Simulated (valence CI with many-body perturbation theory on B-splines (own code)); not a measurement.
## Energy levels of Yb63+

Method: configuration interaction combined with many-body perturbation theory (CI+MBPT): five valence electrons over a frozen Dirac-Fock core [He], a basis of 11 s, 11 p, 10 d, 8 f, 5 g, 2 h functions for each j, with the one-electron correlation potential Σ1, the two-electron term Σ2, the three-electron term Σ3, Breit, model QED; selected CI, second order for the rest, scaled by the run's own slope (own B-spline code, finite nucleus).

The last digits are not significant, and no measured levels were compared; by estimate large intervals hold to a few tenths of a per cent, small ones and those within an open d or f shell to about a per cent. Among the levels kept, up to 7400 cm⁻¹ of a level comes from second order outside the variational space, and about a tenth of that is noise between levels of different J, which matters for small intervals.

Levels 46 to 90 of 199, with energies above the lowest level, (2s^2 2p1/2^2 2p3/2) J=3/2. "Leading %" is the weight of the configuration and term that name the level; weights of strongly mixed levels are sums over their largest components and can fall short. In the jj column 3d3/2^4 stands for four electrons in 3d with j = 3/2. Lifetimes count E1, E2, E3, M1 and M2 decay at the calculated energies, and are blank where another channel may lead or the interval is too uncertain; long ones can be off by a factor of two.

```csv
No.,Configuration,Term,J,E (eV),Leading %,Second component,Leading jj,Lifetime
46,2s²2p²3d,⁴D,1/2,9473,79,15 % 2s²2p²3d ²P,2s^2 2p1/2 2p3/2 3d3/2 (100 %),5.06 fs
47,2s²2p²3d,²G,7/2,9485,54,25 % 2s²2p²3d ²F,2s^2 2p1/2 2p3/2 3d3/2 (98 %),51.2 fs
48,2s²2p²3d,²D,5/2,9500,36,32 % 2s²2p²3d ²F,2s^2 2p1/2 2p3/2 3d3/2 (97 %),740 as
49,2s²2p²3d,²D,3/2,9505,46,16 % 2s²2p²3d ²P,2s^2 2p1/2 2p3/2 3d3/2 (97 %),732 as
50,2s²2p²3d,²P,1/2,9515,37,32 % 2s²2p²3d ⁴P,2s^2 2p1/2 2p3/2 3d3/2 (98 %),677 as
51,2s²2p²3d,⁴D,7/2,9546,46,38 % 2s²2p²3d ⁴F,2s^2 2p1/2 2p3/2 3d5/2 (99 %),32.7 fs
52,2s²2p²3d,²P,3/2,9564,39,26 % 2s²2p²3d ⁴P,2s^2 2p1/2 2p3/2 3d5/2 (98 %),1.08 fs
53,2s²2p²3d,²G,9/2,9565,64,36 % 2s²2p²3d ⁴F,2s^2 2p1/2 2p3/2 3d5/2 (100 %),8.85 ps
54,2s²2p²3d,²F,5/2,9566,44,20 % 2s²2p²3d ⁴D,2s^2 2p1/2 2p3/2 3d5/2 (98 %),844 as
55,2s²2p²3d,²D,5/2,9582,60,25 % 2s²2p²3d ⁴P,2s^2 2p1/2 2p3/2 3d5/2 (98 %),600 as
56,2s²2p²3d,²F,7/2,9590,69,12 % 2s²2p²3d ²G,2s^2 2p1/2 2p3/2 3d5/2 (98 %),539 as
57,2s²2p²3d,²D,3/2,9596,57,29 % 2s²2p²3d ²P,2s^2 2p1/2 2p3/2 3d5/2 (99 %),804 as
58,2s²2p²3d,²P,1/2,9601,57,36 % 2s²2p²3d ²S,2s^2 2p1/2 2p3/2 3d5/2 (99 %),759 as
59,2s2p³3p,⁴D,7/2,9651,49,27 % 2s2p³3p ⁶P,2s 2p1/2^2 2p3/2 3p3/2 (98 %),128 fs
60,2s2p³3p,²P,3/2,9660,31,30 % 2s2p³3p ⁴P,2s 2p1/2^2 2p3/2 3p3/2 (99 %),3.83 fs
61,2s2p³3p,⁴P,5/2,9677,38,21 % 2s2p³3p ²D,2s 2p1/2^2 2p3/2 3p3/2 (99 %),4.12 fs
62,2s2p³3p,²P,1/2,9681,40,24 % 2s2p³3p ⁴P,2s 2p1/2^2 2p3/2 3p3/2 (99 %),2.37 fs
63,2s2p³3p,²D,5/2,9740,32,20 % 2s2p³3p ⁴P,2s 2p1/2^2 2p3/2 3p3/2 (99 %),5.06 fs
64,2s2p³3d,⁴D°,5/2,9745,30,18 % 2s2p³3d ⁶D°,2s 2p1/2^2 2p3/2 3d3/2 (99 %),8.38 fs
65,2s2p³3d,⁴D°,3/2,9750,29,24 % 2s2p³3d ⁶D°,2s 2p1/2^2 2p3/2 3d3/2 (99 %),3.91 fs
66,2s2p³3d,⁴F°,7/2,9753,23,18 % 2s2p³3d ²F°,2s 2p1/2^2 2p3/2 3d3/2 (96 %),79.2 fs
67,2s2p³3d,⁴P°,1/2,9754,46,27 % 2s2p³3d ⁶D°,2s 2p1/2^2 2p3/2 3d3/2 (99 %),9.36 fs
68,2s2p³3p,²P,3/2,9756,36,14 % 2s2p³3p ⁴D,2s 2p1/2^2 2p3/2 3p3/2 (99 %),5.77 fs
69,2s2p³3p,⁴P,1/2,9761,39,26 % 2s2p³3p ²P,2s 2p1/2^2 2p3/2 3p3/2 (99 %),50.6 fs
70,2s2p³3d,⁴F°,9/2,9823,51,27 % 2s2p³3d ⁶D°,2s 2p1/2^2 2p3/2 3d5/2 (100 %),8.20 ps
71,2s2p³3d,²D°,3/2,9824,33,17 % 2s2p³3d ⁴F°,2s 2p1/2^2 2p3/2 3d3/2 (81 %),9.43 fs
72,2s2p³3d,²F°,5/2,9833,37,21 % 2s2p³3d ⁴G°,2s 2p1/2^2 2p3/2 3d3/2 (98 %),31.2 fs
73,2s2p³3d,⁴D°,1/2,9841,49,29 % 2s2p³3d ²P°,2s 2p1/2^2 2p3/2 3d3/2 (96 %),3.23 fs
74,2s2p³3d,⁴D°,5/2,9846,31,17 % 2s2p³3d ⁴P°,2s 2p1/2^2 2p3/2 3d5/2 (98 %),992 as
75,2s2p³3d,⁴D°,7/2,9853,41,22 % 2s2p³3d ²F°,2s 2p1/2^2 2p3/2 3d5/2 (96 %),629 as
76,2s2p³3d,²D°,3/2,9866,37,21 % 2s2p³3d ²P°,2s 2p1/2^2 2p3/2 3d5/2 (81 %),935 as
77,2s2p³3d,²P°,1/2,9878,55,25 % 2s2p³3d ⁴D°,2s 2p1/2^2 2p3/2 3d5/2 (95 %),891 as
78,2s2p³3d,²F°,7/2,9918,35,20 % 2s2p³3d ⁴D°,2s 2p1/2^2 2p3/2 3d5/2 (100 %),3.05 fs
79,2s2p³3d,²D°,5/2,9933,38,10 % 2s2p³3d ²F°,2s 2p1/2^2 2p3/2 3d5/2 (99 %),606 as
80,2s2p³3d,²P°,3/2,9935,32,15 % 2s2p³3d ²D°,2s 2p1/2^2 2p3/2 3d5/2 (99 %),898 as
81,2s²2p²3s,⁴P,5/2,10079,64,35 % 2s²2p²3s ²D,2s^2 2p3/2^2 3s (99 %),13.6 fs
82,2s²2p²3s,²P,3/2,10089,54,34 % 2s²2p²3s ²D,2s^2 2p3/2^2 3s (99 %),4.30 fs
83,2s²2p²3s,²S,1/2,10141,68,21 % 2s²2p²3s ⁴P,2s^2 2p3/2^2 3s (99 %),7.32 fs
84,2s²2p²3p,⁴P°,3/2,10191,27,19 % 2s²2p²3p ⁴S°,2s^2 2p3/2^2 3p1/2 (98 %),262 fs
85,2s²2p²3p,²D°,5/2,10194,38,25 % 2s²2p²3p ²F°,2s^2 2p3/2^2 3p1/2 (98 %),336 fs
86,2s²2p²3p,²P°,1/2,10251,74,17 % 2s²2p²3p ⁴D°,2s^2 2p3/2^2 3p1/2 (98 %),335 fs
87,2s2p³3s,⁶S°,5/2,10293,50,40 % 2s2p³3s ⁴D°,2s 2p1/2 2p3/2^2 3s (99 %),18.1 fs
88,2s2p³3s,⁴S°,3/2,10320,48,30 % 2s2p³3s ⁴D°,2s 2p1/2 2p3/2^2 3s (98 %),4.72 fs
89,2s2p³3s,⁴D°,7/2,10335,99,,2s 2p1/2 2p3/2^2 3s (99 %),14.6 fs
90,2s2p³3s,²D°,5/2,10360,76,22 % 2s2p³3s ⁴D°,2s 2p1/2 2p3/2^2 3s (99 %),5.12 fs
```
